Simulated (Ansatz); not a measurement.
The cluster Mg4H8. Charge 0, multiplicity 3. Geometry r2SCAN-D4/def2-SVP, that of the neutral singlet; atoms count from 1.

```xyz
12

Mg   -0.462   -2.038    0.639
Mg    0.713    1.262   -1.635
Mg   -1.516    0.726    0.275
Mg    1.146    0.411    1.190
H     1.898    1.454   -0.077
H    -0.415    1.282    1.647
H     0.101   -0.314   -0.403
H    -0.491   -3.673    0.150
H     1.272    1.270   -3.249
H    -1.102    1.808   -1.109
H     0.927   -1.272    1.801
H    -2.071   -0.916    0.771
```

At PBE0-D4/def2-TZVP a singlet of charge 0 lies 4.46 eV below the triplet at the same geometry. The structure comes from a short search, and lower isomers may exist.

(1) Estimate the Mulliken populations from the PBE0/def2-TZVP orbitals of Ansatz.

(2) Where does the spin sit?

Answers

(1) 
```
atom  charge (e)  spin (α − β)
 Mg1        0.53          0.12
 Mg2        0.53          0.12
 Mg3        0.40          0.40
 Mg4        0.40          0.40
  H5       -0.22          0.08
  H6       -0.20          0.11
  H7       -0.50          0.08
  H8       -0.13          0.23
  H9       -0.13          0.24
 H10       -0.22          0.08
 H11       -0.22          0.08
 H12       -0.22          0.08
```
Mulliken values and Mayer orders depend strongly on the basis.

(2) Summed by element: Mg 1.04, H 0.96, of 2 unpaired in all. Largest on single atoms: Mg3 0.40, Mg4 0.40, H9 0.24.
